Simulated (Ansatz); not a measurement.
CH3Cl3Si, singlet, geometry from GFN2-xTB; CCSD(T)/def2-SVP in Ansatz (a first-principles code).

Ansatz was given this input:
Ansatz 0.2 input:
```yaml
crystal:
  periodic: [false, false, false]
  atoms:
    - {symbol: C, position_ang: [-2.08539302, -0.43002418, 0.05735758]}
    - {symbol: Si, position_ang: [-0.22565362, -0.04653152, 0.00620648]}
    - {symbol: Cl, position_ang: [0.68040569, -1.19502435, -1.39062803]}
    - {symbol: Cl, position_ang: [0.06775652, 1.90072752, -0.45554951]}
    - {symbol: Cl, position_ang: [0.60976201, -0.42568869, 1.80882858]}
    - {symbol: H, position_ang: [-2.26630565, -1.46926637, 0.31744164]}
    - {symbol: H, position_ang: [-2.59468576, 0.18660249, 0.79274175]}
    - {symbol: H, position_ang: [-2.55221147, -0.24599592, -0.90628735]}
basis:
  gaussian:
    orbitals: def2-SVP
magnetization: {spin_polarized: false}
correlation: {method: ccsd_t, electrons: all}
```

What the program printed (banner, timings and long lists left out):

```
Functional definition: HF
946 factors; integrals over basis functions are off by at most 9.7e-4 eV
mean field evaluation 1: about -46438.7486 eV, gradient 2.6e1 eV
mean field evaluation 2: about -46438.7513 eV, gradient 2.6e1 eV
mean field evaluation 4: about -46440.7343 eV, gradient 2.3e0 eV
mean field evaluation 8: about -46440.7556 eV, gradient 6.3e-5 eV
mean field evaluation 16: about -46440.7521 eV, gradient 1.4e-1 eV
mean field -46440.75558660 eV, -1706.6662891326 hartree, gradient 1.2e-6 eV, S^2 0.000000; 0 other end points of the search recorded, 0 dependent functions left out
reference -46440.75558660 eV, -1706.6662891326 hartree; 37, 37 occupied and 64, 64 virtual orbitals, 946 factors
second order -18.27288348 eV of doubles, -0.00000000 eV of singles
cycle   1  -19.22006367 eV  change   -9.5e-1 eV  update   7.8e-2
cycle   2  -19.57894999 eV  change   -3.6e-1 eV  update   2.1e-2
cycle   3  -19.63632561 eV  change   -5.7e-2 eV  update   8.7e-3
cycle   4  -19.63454461 eV  change    1.8e-3 eV  update   1.8e-3
cycle   5  -19.63436958 eV  change    1.8e-4 eV  update   4.9e-4
cycle   6  -19.63427183 eV  change    9.8e-5 eV  update   1.3e-4
cycle   7  -19.63425188 eV  change    2.0e-5 eV  update   4.1e-5
perturbative correction -0.47365947 eV, -0.0174066645 hartree
Total energy: -46460.86349794 eV, -1707.4052412450 hartree
```
